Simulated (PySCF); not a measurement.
ZrH3, SMILES [ZrH3] (connectivity only; charge and spin as stated), neutral, multiplicity 2.

Coordinates come from a B3LYP-D3(BJ)/def2-TZVPD optimisation. A frequency run showed that this geometry is not a minimum. The multiplicity is an assumed one; other spin states were not compared. The def2 effective core potentials stand for the cores of Zr; spin–orbit coupling is left out.

Calculation: PBE/def2-TZVPD (PySCF).

Isolated molecule, no solvent.

| Quantity | Result |
|---|---|
| total energy | -48.73293 hartree |
| point group | D3h |
| α spin, highest occupied and lowest empty level | -4.54 and -3.55 eV |
| β spin, highest occupied and lowest empty level | -6.75 and -3.12 eV |
| dipole moment | 0.00 D |
| quadrupole, principal values (traceless, Buckingham form, about the centre of nuclear charge) | -3.10, -3.10, 6.21 D·Å |
| mean static polarisability | 66.6 bohr³ (9.87 Å³) |
| polarisability, principal values | 60.4, 60.4, 78.9 bohr³ |
| ⟨S²⟩ | 0.752 (pure state 0.75) |
